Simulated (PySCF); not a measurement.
## WC from Hartree–Fock to correlated methods

State: ³Δ (triplet), unpaired electrons σ ↑, δ ↑. Set-up: PySCF, scalar-relativistic core potentials, basis sets W def2-TZVPPD with ECP60, C def2-TZVPPD. De refers to W (5d4 6s2) + C in their high-spin ground configurations, without counterpoise correction. The functionals are run spin-unrestricted. A positive dipole means W(−)C(+). Levels whose curve was spin-contaminated or gave no clean fit are not listed.

| Level | Re (Å) | ωe (cm⁻¹) | De (eV) | μ (D) | CPU s a point (SCF and correlation, without the integrals) |
| --- | --- | --- | --- | --- | --- |
| ROHF | 1.661 | 1102 | n/a | -4.75 | 1.2 |
| ROHF-MP2 | 1.732 | 1141 | n/a | n/a | 2.3 |
| ROHF-SCS-MP2 | 1.730 | 1112 | n/a | n/a | n/a |
| ROHF-CCSD | 1.704 | 1026 | n/a | n/a | n/a |
| ROHF-CCSD(T) | 1.723 | 962 | n/a | n/a | 150 |
| LDA | 1.695 | 1059 | n/a | -4.02 | 1.3 |
| PBE | 1.715 | 997 | n/a | -4.07 | 2 |
| revPBE | 1.723 | 982 | n/a | -4.06 | 1.1 |
| BP86 | 1.721 | 974 | n/a | -4.04 | 1 |
| r²SCAN | 1.714 | 1010 | n/a | -4.08 | 2.8 |
| PBE0 | 1.696 | 1033 | n/a | -4.24 | 3.4 |
| MN15 | 1.691 | 1040 | n/a | -4.23 | 4.1 |
| CAM-B3LYP | 1.681 | 1071 | n/a | -4.40 | 5.1 |

Question: What does a quarter of exact exchange do here, going from PBE to PBE0?

Answer: PBE0 less PBE: -1.9 pm in Re, +3.6 % in ωe. Exact exchange removes part of the self-interaction that spreads semilocal densities, and in most molecules shortens and stiffens the bond and lowers De; so it does here.

Question: What does the gradient correction do here, going from LDA to PBE?

Answer: PBE less LDA: +2.0 pm in Re, -5.9 % in ωe. The gradient correction favours the more uneven density of free atoms, so it tends to lengthen bonds and takes away much of the overbinding of LDA; so it does here.

Question: What does second-order correlation do here, going from ROHF to ROHF-MP2?

Answer: ROHF-MP2 less ROHF: +7.1 pm in Re, +3.5 % in ωe. Correlation nearly always deepens the well. The bond lengthens, as in strong covalent bonds, where excitations into antibonding orbitals dominate.

Correlated steps freeze 1 core orbital. De is left out where the level can put another filling of the metal’s s and d shells below the measured ground configuration, by anything from nothing to about 1 eV. These are scalar-relativistic numbers at best; spin–orbit coupling would shift them, the dissociation energy most. UHF is strongly spin-contaminated for WC, so the ROHF reference used there is far from stable. With d or f electrons several states lie close, and the lowest PBE0 determinant need not be the measured ground state.

The whole job (state search and all levels along the bond) took about 17 min on 2 threads of Arm Neoverse V2 (shared host), peak memory 4.2 GiB.
